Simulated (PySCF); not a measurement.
**Phosphorus: a sound run and one with changed settings**

Sound run: P⁺ [Ne] 3s2 3p2, P²⁺ [Ne] 3s2 3p1. Calculation: PySCF 2.14, in pcseg-2 (5s4p2d1f, 34 functions); no relativity, point nucleus. In the sound run the correlated levels freeze [Ne]. The sound run starts from symmetry-adapted Hartree-Fock orbitals and uses a fine grid where one is needed.

Changed run: a valence shell is frozen. This setting is unsound on purpose.

```json
{"species": "P⁺", "method": "MP2", "sound run (hartree)": "-340.40357", "changed run (hartree)": "-340.35030", "converged": "yes"}
{"species": "P⁺", "method": "CCSD(T)", "sound run (hartree)": "-340.42493", "changed run (hartree)": "-340.35261", "converged": "yes"}
```

Ionisation energy of P⁺:

```tsv
method	sound run (eV)	changed run (eV)
UHF	19.151	19.151
MP2	19.548	19.312
SCS-MP2	19.465	19.204
CCSD	19.571	19.375
CCSD(T)	19.598	19.375
CCSDT	n/a	19.375
FCI	n/a	19.375
```

Freezing a valence shell removes pair correlation that changes on ionisation.

For comparison, NIST gives 19.769 eV between the lowest levels.
